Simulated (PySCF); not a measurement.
# triphenylphosphine sulfide (C18H15PS): Computed beside measured shifts

System: triphenylphosphine sulfide (C18H15PS), SMILES S=P(c1ccccc1)(c1ccccc1)c1ccccc1.

Atom-mapped SMILES (hydrogens are numbered by the atom that bears them): [S:1]=[P:2]([c:3]1[cH:4][cH:5][cH:6][cH:7][cH:8]1)([c:9]1[cH:10][cH:11][cH:12][cH:13][cH:14]1)[c:15]1[cH:16][cH:17][cH:18][cH:19][cH:20]1

Level of theory: GIAO PBE0/pcSseg-2, gas phase, PySCF SCF with an in-house response code, fitting set def2-universal-JFIT up to Ne and JKFIT beyond, grid level 2, non-relativistic, on the PBE0-D3(BJ)/def2-SVP geometry.

One optimised conformer. Values are averaged over the atoms that symmetry or fast rotation interchanges, on this one geometry and without vibrational averaging. Shifts are the reference shielding less the shielding here, at the same level (13C, 1H against isolated TMS; 31P against isolated H3PO4; 33S against isolated CS2); nuclei without a reference have shieldings only.

(1) What shifts does this level give for C3/9/15, C4/8/10/14/16/20, C5/7/11/13/17/19, C6/12/18, P2, and how do they compare with measurement?

## Answers

(1) 
```
            atom  nucleus  computed / ppm  measured / ppm  computed less measured  measured against  medium of the measurement
         C3/9/15      13C           146.2           133.1                    13.1               TMS                   solution
C4/8/10/14/16/20      13C           143.1           132.3                    10.8               TMS                   solution
C5/7/11/13/17/19      13C           137.2           128.5                     8.7               TMS                   solution
        C6/12/18      13C           140.6           131.5                     9.1               TMS                   solution
              P2      31P            32.1              43                   -10.9        85 % H3PO4                 not stated
```

Computed 19F and 31P shifts carry an offset from the reference molecule (CFCl3 is hard for DFT, lone H3PO4 or PH3 isn't the 85 % acid), so differences between compounds are more accurate than the values.

Measured values: E. Pretsch, P. Bühlmann, M. Badertscher, Structure Determination of Organic Compounds, 4th ed., Springer 2009.
